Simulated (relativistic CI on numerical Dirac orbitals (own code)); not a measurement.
# Hyperfine structure of As¹⁶⁺, mass number 75

Calculated at this level of theory: Dirac-Coulomb-Breit CI, orbitals from a KLI potential per configuration, QED by a radiative potential, unscaled Slater integrals (own radial code, finite nucleus).

CI space (outside the closed core [Ne]): 3s2 3p5, 3s 3p6, 3s2 3p4 3d, 3s 3p5 3d, 3p6 3d, 3s 3p4 3d2, 3s2 3p4 4s, 3s2 3p3 3d 4p, 3p6 4s, 3s2 3p4 4p, 3p6 4p, 3s 3p4 3d 4s, 3s2 3p3 3d2, 3s2 3p2 3d3, 3s 3p3 3d3, 3s2 3p2 3d2 4s, 3s2 3p2 3d2 4p. Double excitations out of closed p, d and f shells are left out; levels of such configurations are missing from the list, as are those of other unlisted configurations, and high levels can miss mixing partners.

Nuclear spin I = 3/2, μ = 1.4383 μN, Q = 0.311 b (tables of Stone and Pyykkö). The electronic factors are computed for point nuclear moments, without core polarisation or the Bohr-Weisskopf and QED corrections.

```csv
Level,E (cm⁻¹),A (GHz),B (GHz)
3s2 3p5 2P°_3/2,0,10.38,-6.12
3s2 3p5 2P°_1/2,56128,55.56,
3s 3p6 2S_1/2,471325,141.2,
3s2 3p4 3d 4D_5/2,605247,6.616,-1.27
3s2 3p4 3d 4D_3/2,607939,9.197,-0.835
3s2 3p4 3d 4D_7/2,609232,4.35,-2.32
3s2 3p4 3d 4D_1/2,615369,15.06,
3s2 3p4 3d 4F_9/2,648274,5.772,5.07
```

Levels with J = 0, under 50 % of one LS term, or S terms without an open s electron are left out. Small factors come from cancelling terms and can be off by tens of per cent or more.

At this charge energies of transitions that change n are usually good to better than 1 %, and those within a shell (Δn = 0) to a few per cent.

**Question.** Give the hyperfine levels of 3s2 3p5 2P°_1/2 relative to its centre of gravity.

**Answer.** With K = F(F + 1) − I(I + 1) − J(J + 1), E = AK/2: F = 1: -69.45, F = 2: 41.67 GHz.

LS names give the leading component of a level, which can be under half, so a name can repeat, a term be missing and a line seem to break the LS rules.
